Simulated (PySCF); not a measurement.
arsenic trifluoride cation (AsF₃), SMILES F[As](F)F (connectivity only; charge and spin as stated), charge +1, multiplicity 2.

The structure is a stationary point at ωB97X-D3(BJ)/def2-SVP. The spin state was assumed, not searched.

All values below come from TDA-M06-2X/def2-SVPD (PySCF 2.14.0).

Vertical excitations; the highest root listed may be one member of a degenerate set. Isolated molecule, no solvent.

```json
[
 {"state": "root 1", "energy (eV)": "4.45", "λ (nm)": "279", "f": "0.000", "main pairs": "β HOMO→LUMO 96 %"},
 {"state": "root 2", "energy (eV)": "4.72", "λ (nm)": "263", "f": "0.000", "main pairs": "β HOMO−1→LUMO (degenerate set)"},
 {"state": "root 3", "energy (eV)": "4.72", "λ (nm)": "263", "f": "0.000", "main pairs": "β HOMO−2→LUMO (degenerate set)"},
 {"state": "root 4", "energy (eV)": "5.21", "λ (nm)": "238", "f": "0.015", "main pairs": "β HOMO−3→LUMO (degenerate set)"},
 {"state": "root 5", "energy (eV)": "5.21", "λ (nm)": "238", "f": "0.015", "main pairs": "β HOMO−4→LUMO (degenerate set)"},
 {"state": "root 6", "energy (eV)": "6.23", "λ (nm)": "199", "f": "0.024", "main pairs": "β HOMO−5→LUMO 90 %"},
 {"state": "root 7", "energy (eV)": "7.06", "λ (nm)": "176", "f": "0.019", "main pairs": "β HOMO−6→LUMO (degenerate set)"},
 {"state": "root 8", "energy (eV)": "7.06", "λ (nm)": "176", "f": "0.019", "main pairs": "β HOMO−7→LUMO (degenerate set)"},
 {"state": "root 9", "energy (eV)": "8.39", "λ (nm)": "148", "f": "0.106", "main pairs": "α HOMO→LUMO+1 (degenerate set)"},
 {"state": "root 10", "energy (eV)": "8.39", "λ (nm)": "148", "f": "0.106", "main pairs": "α HOMO→LUMO (degenerate set)"}
]
```
Unrestricted roots are not spin-pure.
